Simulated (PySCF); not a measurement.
Atom-mapped SMILES (the numbers label the heavy atoms): `[CH3:1][S+:2]([CH3:3])[CH2:4][O:5][C:6]([F:7])([F:8])[F:9]` (H(Xn): hydrogen on atom n).

Geometry: GFN2-xTB; GIAO shifts from PySCF 2.14.0 with density-fitted response routines, gas phase, non-relativistic, averaged over equivalent atoms.

At PBE0/pcSseg-0 (101 basis functions, 18 s wall time on 1 thread of an Arm Neoverse V2, shared host):
```
      atoms  δ (ppm)
         C6    147.5
         C4     89.8
      C1/C3     33.0
         O5    118.8
   F7/F8/F9    -82.1
      H(C4)     5.79
H(C1)/H(C3)     3.20
```

Shifts are taken against calculated references (same method and geometry level): TMS for ¹³C (σref 195.82) and ¹H (σref 33.29); H2O for ¹⁷O (σref 340.61); ¹⁹F (σref 171.75) vs CFCl3.

Problem. Estimate the result of repeating the calculation with PBE0/pcSseg-1.

Solution. 
```json
{"atoms": "C6", "δ at PBE0/pcSseg-1": "130.1", "change": "-17.4"}
{"atoms": "C4", "δ at PBE0/pcSseg-1": "85.0", "change": "-4.8"}
{"atoms": "C1/C3", "δ at PBE0/pcSseg-1": "28.8", "change": "-4.2"}
{"atoms": "O5", "δ at PBE0/pcSseg-1": "124.0", "change": "+5.2"}
{"atoms": "F7/F8/F9", "δ at PBE0/pcSseg-1": "-77.0", "change": "+5.1"}
{"atoms": "H(C4)", "δ at PBE0/pcSseg-1": "5.44", "change": "-0.35"}
{"atoms": "H(C1)/H(C3)", "δ at PBE0/pcSseg-1": "3.00", "change": "-0.20"}
```

References, each an isolated molecule treated in the same way: TMS for ¹³C (σref 186.93), ¹H (σref 31.72); ¹⁷O (σref 336.08) vs H2O; CFCl3 for ¹⁹F (σref 170.95).

The largest change is at C6 (CF3 carbon). Cost: 200 basis functions, 39 s wall time on 1 thread of an Arm Neoverse V2, shared host. The order of the carbon signals is the same at both levels.

Unscaled 19F shifts against computed CFCl3 carry errors that often reach 10 to 50 ppm. Experimental scales use liquid or dissolved standards, which lie at an offset from isolated H2O (liquid H2O: subtract about 36 ppm).
